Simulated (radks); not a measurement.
All-electron atom: the holmium ion Ho16+ in [Kr] 4d10 5s2 5p3 (not the ground configuration). Method: Dirac Kohn-Sham, BLYP, spin-unpolarised, spherical densities, finite nucleus; open shells fill j = l - 1/2 first; Fermi nuclear charge, rms radius 5.2022 fm; computed with a radial shooting solver on a logarithmic mesh with Libxc functionals. Some entries of the table are withheld. Estimate them.

| orbital | occ. | eigenvalue (eV) | <r> (bohr) | <r^2> (bohr^2) |
|---|---|---|---|---|
| 1s1/2 | 2 | -55853.09 | 0.02074 | 0.0005883 |
| 2s1/2 | 2 | -9700.253 | 0.08758 | 0.009120 |
| 2p1/2 | 2 | -9252.586 | 0.07294 | 0.006589 |
| 2p3/2 | 4 | -8396.475 | 0.08012 | 0.007814 |
| 3s1/2 | 2 | -2514.771 | 0.2293 | 0.06020 |
| 3p1/2 | 2 | (1) | (2) | 0.05580 |
| 3p3/2 | 4 | (3) | (4) | 0.06261 |
| 3d3/2 | 4 | -1804.450 | 0.2053 | 0.04951 |
| 3d5/2 | 6 | -1765.465 | 0.2094 | 0.05140 |
| 4s1/2 | 2 | -821.6164 | 0.5000 | 0.2816 |
| 4p1/2 | 2 | -742.5098 | (5) | 0.2891 |
| 4p3/2 | 4 | -697.3176 | (6) | 0.3185 |
| 4d3/2 | 4 | -566.0013 | 0.5392 | 0.3338 |
| 4d5/2 | 6 | -557.0891 | 0.5470 | 0.3433 |
| 5s1/2 | 2 | -359.9660 | 0.9847 | 1.079 |
| 5p1/2 | 2 | -328.9914 | 1.021 | 1.164 |
| 5p3/2 | 1 | -315.8701 | 1.061 | 1.257 |

Answer. 
(1) 3p1/2 eigenvalue (eV): -2319.238
(2) 3p1/2 <r> (bohr): 0.2190
(3) 3p3/2 eigenvalue (eV): -2140.156
(4) 3p3/2 <r> (bohr): 0.2324
(5) 4p1/2 <r> (bohr): 0.5048
(6) 4p3/2 <r> (bohr): 0.5302
